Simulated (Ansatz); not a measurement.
```yaml
crystal:
  periodic: [false, false, false]
  atoms:
    - {symbol: Tc, position_ang: [0.000254, -0.000637, 0.165928]}
    - {symbol: N, position_ang: [0.002743, -0.006904, 1.786057]}
    - {symbol: F, position_ang: [1.912064, 0.014359, -0.490990]}
    - {symbol: F, position_ang: [-0.013187, 1.914746, -0.480513]}
    - {symbol: F, position_ang: [-1.913569, -0.010547, -0.485181]}
    - {symbol: F, position_ang: [0.011694, -1.911007, -0.495301]}
basis:
  gaussian: {orbitals: cc-pVTZ-DK}
total_charge: -1
magnetization: {spin_polarized: true, initial_magnetization: 1}
hamiltonian: {xc: {name: wB97}}
scf: {lower_state_search: full}
output: {forces: true}
```

```sh
$ ansatz run in.yaml --threads 4 --pin off --events-out ev --progress --plain --max-ram 3916MiB
```

Shortened log:

```
Functional definition: wB97
1373 factors; their error is unknown
299 factors; integrals over basis functions are off by at most 6.0e-5 eV
mean field evaluation 1: about -128983.4167 eV, gradient 6.2e1 eV
mean field evaluation 2: about -128898.8406 eV, gradient 1.8e2 eV
mean field evaluation 4: about -128996.4514 eV, gradient 4.3e0 eV
mean field evaluation 8: about -128996.5083 eV, gradient 2.7e-1 eV
mean field evaluation 16: about -128996.4677 eV, gradient 5.2e-3 eV
mean field evaluation 32: about -128985.2331 eV, gradient 4.4e1 eV
mean field evaluation 64: about -128974.8532 eV, gradient 5.7e1 eV
mean field evaluation 96: about -128996.4677 eV, gradient 3.1e-2 eV
mean field evaluation 128: about -128993.9015 eV, gradient 8.9e-2 eV
mean field evaluation 160: about -128992.0689 eV, gradient 1.6e1 eV
mean field -128996.46773165 eV, -4740.5327521918 hartree, gradient 3.3e-5 eV, S^2 0.772393; 6 other end points of the search recorded, 0 dependent functions left out
reference -128996.46770878 eV, -4740.5327513513 hartree; 44, 43 occupied and 183, 184 virtual orbitals, 1373 factors
Total energy: -128996.46770878 eV, -4740.5327513513 hartree
Relativity: scalar
Atom 0 at     0.000254    -0.000637     0.165928 Å, force    -0.000558     0.001256    -0.390593 eV/Å
Atom 1 at     0.002743    -0.006904     1.786057 Å, force    -0.005253     0.013357    -3.436953 eV/Å
Atom 2 at     1.912064     0.014359    -0.490990 Å, force    -1.894868    -0.016121     0.959923 eV/Å
Atom 3 at    -0.013187     1.914746    -0.480513 Å, force     0.013779    -1.900005     0.949419 eV/Å
Atom 4 at    -1.913569    -0.010547    -0.485181 Å, force     1.897783     0.008579     0.954120 eV/Å
Atom 5 at     0.011694    -1.911007    -0.495301 Å, force    -0.010882     1.892934     0.964084 eV/Å
Dipole moment:     0.000604    -0.001515     0.398307 e Å
```

Hardware: 4 threads of Arm Neoverse V2 on a shared host. Wall time 71 s, peak host memory 1.1 GiB.

DK, ANO-RCC and x2c sets are all-electron and run with scalar relativity unless a key says otherwise. The highest occupied level of an anion often lies above zero with these methods, and sets without diffuse functions describe the outer electron poorly.

The dipole of an ion depends on the origin.
